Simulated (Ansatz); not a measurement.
Reaction (formal exchange of groups at a B–N bond): `C=NB[SiH3]` + `[SiH3]Cl` → `[SiH3]B[SiH2]Cl` + `C=N`

Calculated with Ansatz (gas phase, PBE0-D4/def2-TZVP geometries, no zero-point term in ΔE). CCSD(T)/CBS is the MP2 limit (def2-TZVPP, def2-QZVPP) plus CCSD(T) − MP2 in def2-TZVPP, frozen cores. This one scheme is used for every species. Functionals use def2-TZVPP. HSE06 is defined as in plane-wave codes. One conformer a species, not always the lowest.

```json
{"species": "`C=NB[SiH3]`", "HSE06 energy (Eh)": "-410.55861"}
{"species": "`[SiH3]Cl`", "HSE06 energy (Eh)": "-751.26443"}
{"species": "`[SiH3]B[SiH2]Cl`", "HSE06 energy (Eh)": "-1067.21901"}
{"species": "`C=N`", "HSE06 energy (Eh)": "-94.54629"}
```

Task: Work out ΔE.

Result: ΔE = (-1067.21901) + (-94.54629) − (-410.55861) − (-751.26443) = 0.05774 Eh = +151.6 kJ/mol. CCSD(T)/CBS gives +141.7 kJ/mol.

Task: What do rigid-rotor, harmonic-oscillator terms from PBE0-D4/def2-TZVP frequencies (298.15 K, 1 bar) make of the CCSD(T)/CBS value? (An estimate is asked.)

Result: The calculation gave: ΔZPE = +1.0 kJ/mol, ΔH = +145.5 kJ/mol, ΔS = 27 J/(mol·K), ΔG = +137.3 kJ/mol. Modes under 50 cm⁻¹ make the entropy rough.

Largest T1 diagnostic among the species: 0.017.

At CCSD(T), def2-SVP lies +18.6 kJ/mol from the extrapolated value and def2-TZVPP +0.3 kJ/mol. Leaving LDA and LC-ωPBE aside and taking each functional with its dispersion term where it has one, the values, not all of them listed here, spread over 21.5 kJ/mol, from ωB97X-V to BLYP-D4. LDA lies +19.3 kJ/mol from PBE without D4.
